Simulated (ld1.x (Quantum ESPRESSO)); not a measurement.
## What the settings do to the TM potential of Cr

Base potential:

chromium, norm-conserving Troullier–Martins (Kleinman–Bylander form), made with ld1.x (Quantum ESPRESSO) 7.5 (LDA (PZ), scalar-relativistic). Core [Ne], reference 3s2 3p6 3d5.5 4s0.5 4p0. Waves: 3s (bound): rc 0.95 bohr; 3p (bound): rc 1.15 bohr; 3d (bound): rc 1.80 bohr. Local part: the d channel. Core correction: a·sin(br)/r model core, default radius (core density twice the valence density).

Occupied shells without a wave of their own: 4s. They enter only through the test configuration that unscreens the potential, and ld1.x also counts them in the model core charge.

Cutoffs, loose and tight: the cutoffs (Ry, on a coarse ladder) from which the occupation-weighted sum of valence levels, in a spherical-Bessel basis at the reference potential, stays within 10 and 1 mRy of its value at 400 Ry. They do not see the model core or the augmentation charge, which bear on the density cutoff. Test errors are all-electron minus pseudo excitation energies from the reference, over the configurations 3s2 3p6 3d5 4s1 4p0; 3s2 3p6 3d5 4s0 4p0; 3s2 3p6 3d4 4s0 4p0; 3s2 3p6 3d4 4s1 4p0; 3s2 3p5 3d5 4s1 4p0; 3s2 3p6 3d4 4s1 4p1; 3s2 3p6 3d5 4s0.5 4p0 (two spin-polarised tests are not counted in the largest error). A dash means not determined; rows that change the core or the reference have their own tests. The largest error is taken over the tests solved by every variant that gives reliable tests at all: 3s2 3p5 3d5 4s1 4p0; 3s2 3p6 3d4 4s0 4p0; 3s2 3p6 3d4 4s1 4p0; 3s2 3p6 3d4 4s1 4p1; 3s2 3p6 3d5 4s0 4p0; 3s2 3p6 3d5 4s0.5 4p0; 3s2 3p6 3d5 4s1 4p0.

With those shells counted twice in exchange and correlation these files are broken, and their errors move erratically; no question is asked of them.

The default core radius of the base comes out at 0.45 bohr.

| change | outcome | cutoff, loose | cutoff, tight | bound ghosts | largest test error (meV) |
| --- | --- | --- | --- | --- | --- |
| base | generated, misses its reference levels by 0.17 eV | 140 Ry | 260 Ry | none | -287 |
| local potential the p channel | generated | 140 Ry | 260 Ry | none | -291 |
| reference 3s2 3p6 3d5 4s0.75 4p0.25 | generated, misses its reference levels by 0.19 eV | 140 Ry | 260 Ry | none | -194 |
| all radii but the core radius scaled by about 0.72 (s 0.68, p 0.82, d 1.30 bohr) | generated | 300 Ry | over 300 Ry | none | -270 |
| core correction a·sin(br)/r model core inside 0.54 bohr | generated, misses its reference levels by 0.17 eV | 140 Ry | 260 Ry | none | -287 |
| wave 3d (bound): rc 1.80 bohr becomes 3d (bound): rc 1.60 bohr | generated | 140 Ry | 260 Ry | none | -170 |
| wave 3s (bound): rc 0.95 bohr becomes 3s (bound): rc 1.46 bohr | generated, misses its reference levels by 0.25 eV | 80 Ry | 110 Ry | none | -664 |
